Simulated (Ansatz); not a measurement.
Job for Ansatz (an electronic-structure program): R-CCSD(T)/cc-pV(D+d)Z on AlH4NO2 (SMILES [NH2][Al]([OH])[OH]), a point of a torsion scan. Files ending in .json are basis or fitting sets from the Basis Set Exchange.

Ansatz 0.2 input:
```yaml
crystal:
  periodic: [false, false, false]
  atoms:
    - {symbol: N, position_ang: [1.53083187, 0.02117650, 0.30553105]}
    - {symbol: Al, position_ang: [-0.19907498, -0.06873111, -0.08936137]}
    - {symbol: O, position_ang: [-0.92468998, -1.53779477, -0.20845850]}
    - {symbol: O, position_ang: [-0.96000676, 1.37463645, -0.31352878]}
    - {symbol: H, position_ang: [2.04902808, 0.88059625, 0.36816325]}
    - {symbol: H, position_ang: [2.13461650, -0.77274341, 0.43510265]}
    - {symbol: H, position_ang: [-1.32789022, -2.39007514, -0.22633322]}
    - {symbol: H, position_ang: [-1.65238293, 1.99227455, -0.49027488]}
basis:
  gaussian:
    orbitals: cc-pV_D+d_Z.json
magnetization: {spin_polarized: false}
correlation: {method: ccsd_t, electrons: outside_noble_gas}
scf: {lower_state_search: off}
```

Output:

```
WARN ansatz: RAYON_NUM_THREADS=1 ignored (pool sized by the plan → 1); use --threads N
Functional definition: HF
these checks for a lower state are left out or cut short: stability, starts, cluster_reference, orbital_swaps, neighbouring_geometries, increment
integrals: 0.08 GiB planned
812 factors; integrals over basis functions are off by at most 1.4e-3 eV
mean field: 0.17 GiB planned
mean field evaluation 1: about -12201.2201 eV, gradient 5.5e1 eV
mean field evaluation 2: about -12201.2214 eV, gradient 5.5e1 eV
mean field evaluation 4: about -12206.6232 eV, gradient 2.5e0 eV
mean field evaluation 8: about -12206.6468 eV, gradient 2.9e-4 eV
mean field -12206.64684831 eV, -448.5859977131 hartree, gradient 2.9e-6 eV, S^2 0.000000; 0 other end points of the search recorded, 0 dependent functions left out
8 core orbitals not correlated
reference -12206.64684831 eV, -448.5859977131 hartree; 12, 12 occupied and 65, 65 virtual orbitals, 812 factors
second order -16.51830893 eV of doubles, -0.00000000 eV of singles
coupled cluster: 0.24 GiB planned
cycle   1  -16.70330888 eV  change   -1.8e-1 eV  update   8.3e-2
cycle   2  -17.03181528 eV  change   -3.3e-1 eV  update   2.4e-2
cycle   3  -17.13332930 eV  change   -1.0e-1 eV  update   1.3e-2
cycle   4  -17.12699256 eV  change    6.3e-3 eV  update   2.6e-3
cycle   5  -17.12514015 eV  change    1.9e-3 eV  update   9.9e-4
cycle   6  -17.12531618 eV  change   -1.8e-4 eV  update   3.0e-4
cycle   7  -17.12517436 eV  change    1.4e-4 eV  update   9.2e-5
cycle   8  -17.12513774 eV  change    3.7e-5 eV  update   2.9e-5
cycle   9  -17.12513859 eV  change   -8.4e-7 eV  update   1.1e-5
perturbative correction -0.33721021 eV, -0.0123922467 hartree
Total energy: -12224.10919711 eV, -449.2277271951 hartree
Checks for a lower state left out: stability, starts, cluster_reference, orbital_swaps, neighbouring_geometries, increment
```

Self-consistency was reached.

Cost: very roughly 3 core-seconds.
